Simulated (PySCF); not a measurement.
**Nuclear quadrupole coupling in `C#C[SiH2]SCCC`**

Species: C5H10SSi.
Atom-mapped SMILES: `[CH:1]#[C:2][SiH2:3][S:4][CH2:5][CH2:6][CH3:7]` (hydrogens: H8 on C1; H9, H10 on Si3; H11, H12 on C5; H13, H14 on C6; H15, H16, H17 on C7)

Cartesian coordinates in Å at the GFN2-xTB level; atoms count from 1:
```xyz
17
C5H10SSi angstrom
C      2.8946    0.3909    1.5338
C      2.5686    0.5132    0.3822
Si     2.0162    0.6332   -1.3790
S      0.5241   -0.8607   -1.7976
C     -0.9775   -0.1203   -1.0683
C     -0.9403   -0.0898    0.4500
C     -2.2587    0.4205    1.0200
H      3.1881    0.2899    2.5393
H      1.3921    1.9382   -1.5905
H      3.1055    0.3135   -2.2860
H     -1.7957   -0.7484   -1.4213
H     -1.0987    0.8813   -1.4828
H     -0.7401   -1.0978    0.8193
H     -0.1208    0.5528    0.7820
H     -2.4716    1.4228    0.6539
H     -2.2130    0.4537    2.1057
H     -3.0796   -0.2314    0.7295
```

Field gradients from the PBE0/pcSseg-1 density (PySCF, non-relativistic), principal values in atomic units, ordered |Vxx| ≤ |Vyy| ≤ |Vzz|:

```
atom     Vxx     Vyy      Vzz
  S4  0.2114  2.0295  -2.2409
```

Find the asymmetry η = (Vxx − Vyy)/Vzz and the couplings χ = eQV/h (234.96 MHz × Q in barn × V in au), with Q(33S) = −0.0678 b.

| atom | environment | nucleus | η | χzz (MHz) | χxx (MHz) | χyy (MHz) |
| --- | --- | --- | --- | --- | --- | --- |
| S4 | sulfur bonded to C and Si | 33S | 0.81 | 35.70 | -3.37 | -32.33 |

What is Vzz at S4 in SI units (1 au = 9.71736 × 10²¹ V/m²)?

-2.2409 au = -21.775 × 10²¹ V/m².

And the gradient at the other heavy atoms, for which no coupling is worked out here?

```
atom                 environment  Vzz (au)     η
  C1      terminal alkyne carbon    -0.362  0.02
  C2               alkyne carbon    -0.346  0.00
 Si3                SiH2 silicon    -0.459  0.76
  C5  sp3 carbon bound to sulfur     0.301  0.10
  C6            chain CH2 carbon     0.079  0.89
  C7               methyl carbon     0.050  0.06
```

Were the hydrogens deuterons (Q(2H) = 0.00286 b), χzz would run from 109 kHz (H9) to 260 kHz (H8).

The structure is a single GFN2-xTB conformer in the gas phase; no vibrational or solvent corrections. GFN2-xTB bond lengths can be off by several hundredths of an ångström, more for odd bonds, and the gradients follow them. A larger basis could move these couplings by a tenth or more.
